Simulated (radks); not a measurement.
Effect of the nuclear size on the rhenium ion Re2+, [Xe] 4f14 5d5. Method: Dirac Kohn-Sham, PBE, spin-unpolarised, spherical densities, finite nucleus; open shells fill j = l - 1/2 first; Fermi nuclear charge, rms radius 5.3698 fm; computed with a radial shooting solver on a logarithmic mesh with Libxc functionals. The rms radius is varied about that value; shifts are against it.

| rms radius (fm) | total energy shift (eV) | density at nucleus (e/bohr^3) | 1s1/2 shift (meV) | 2s1/2 shift (meV) | 5s1/2 shift (meV) | 5p1/2 shift (meV) | 5d5/2 shift (meV) | 6s1/2 (empty) shift (meV) | 6p1/2 (empty) shift (meV) |
|---|---|---|---|---|---|---|---|---|---|
| 4.4032 | -21.6 | 1.66e+06 | -8730 | -1240 | -12.4 | -0.071 | 0.129 | -1.67 | -0.068 |
| 5.0315 | -7.87 | 1.583e+06 | -3180 | -453 | -4.51 | -0.026 | 0.047 | -0.609 | -0.025 |
| 5.3698 | 0 | 1.547e+06 | 0.000 | 0.000 | 0.000 | 0.000 | 0.000 | 0.000 | 0.000 |
| 5.6168 | 5.96 | 1.522e+06 | 2410 | 343 | 3.41 | 0.020 | -0.036 | 0.461 | 0.019 |
| 6.5995 | 31.3 | 1.437e+06 | 12700 | 1800 | 17.9 | 0.107 | -0.188 | 2.42 | 0.100 |

Slopes of the eigenvalues against <r^2> in GHz/fm^2, as finite differences over the two radii next to the reference (eigenvalue slopes, not the field-shift constants of lines): 1s1/2 217000, 2s1/2 30900, 5s1/2 307, 5p1/2 1.79, 5d5/2 -3.21, 6s1/2 (empty) 41.5, 6p1/2 (empty) 1.70.
